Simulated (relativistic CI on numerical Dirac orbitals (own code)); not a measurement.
**One change at a time: Rh²⁹⁺**

Base calculation: Dirac-Coulomb-Breit CI, orbitals from a KLI potential per configuration, QED by a radiative potential, unscaled Slater integrals.

CI space (outside the closed core [Ne]): 3s2.3p4, 3s.3p5, 3s2.3p3.3d, 3p6, 3s.3p4.3d, 3p5.3d, 3s.3p3.3d2, 3s2.3p2.3d.4p, 3p5.4s, 3s.3p3.3d.4s, 3s2.3p3.4s, 3p5.4p, 3s2.3p3.4p, 3s2.3p3.4d, 3s.3p4.4s, 3p4.3d.4p, 3s2.3p3.4f, 3s.3p4.4p, 3s.3p4.4d, 3s.3p4.4f, 3s2.3p3.5s, 3s2.3p3.5p, 3s2.3p3.5d, 3s2.3p2.4s.4p, 3s2.3p3.5f, 3s2.3p3.5g, 3s.3p3.4s2, 3s.3p4.5s, 3s.3p4.5p, 3s2.3p2.3d2, 3s2.3p.3d3, 3s.3p2.3d3, 3s2.3p.3d2.4s, 3s2.3p.3d2.4p, 3s2.3p.3d2.4d, 3p4.3d2, 3p3.3d3, 3p3.3d2.4s, 3p3.3d2.4p, 3p3.3d2.4d, 3s2.3p2.3d.4s, 3s.3p2.3d2.4s, 3s2.3p.3d.4s2, 3s2.3p.3d.4s.4p, 3s2.3p.3d.4s.4d, 3p4.3d.4s, 3p3.3d.4s2, 3p3.3d.4s.4p, 3p3.3d.4s.4d, 3s2.3p2.4s2, 3s.3p2.3d.4s2, 3s2.3p.4s2.4p, 3s2.3p.4s2.4d, 3s2.3p2.4p2, 3s2.3p.3d.4p2, 3s.3p2.3d.4p2, 3s2.3p.4s.4p2, 3s2.3p.4p3, 3s2.3p.4p2.4d. Double excitations out of closed p, d and f shells are left out; levels of such configurations are missing from the list, as are those of other unlisted configurations, and high levels can miss mixing partners. These lack a partner that the ground configuration has and come out too high: 3s2.3p3.4f, 3s.3p4.4p, 3s.3p4.4d, 3s.3p4.4f, 3s2.3p3.5s.

The lowest level and the first level of each name with at least 55 % of one term (blank where a level has no safe partner in the second run):

```tsv
Level	Base (cm⁻¹)	Shift (cm⁻¹)
3s2.3p4 3P_2	0	0
3s2.3p4 3P_1	248100	+1698
3s2.3p4 1D_2	295107	+4539
3s.3p5 3P°_2	897026	-13988
3s.3p5 3P°_0	1150959	-15129
3s2.3p3.3d 3D°_1	1184397	-13016
3s2.3p3.3d 1S°_0	1215452	-7674
3s2.3p3.3d 3F°_3	1226359	-14003
3s2.3p3.3d 3D°_3	1254124	-13133
3s2.3p3.3d 3G°_4	1265354	-17099
3s2.3p3.3d 3G°_5	1333416	-17249
3s.3p4.3d 5D_2	1822462	
3s.3p4.3d 5D_3	1823910	
3s.3p4.3d 5D_4	1847639
```

At this charge energies of transitions that change n are usually good to better than 1 %, and those within a shell (Δn = 0) to a few per cent.

(1) One thing was changed in a second run, which moved the levels as shown. Which?
A. Breit term removed
B. QED terms removed
C. only the first 3 configurations

## Answers

(1) C. Only the first 3 configurations. With fewer configurations the levels that remain lose their mixing partners.

LS names give the leading component of a level, which can be under half, so a name can repeat, a term be missing and a line seem to break the LS rules.
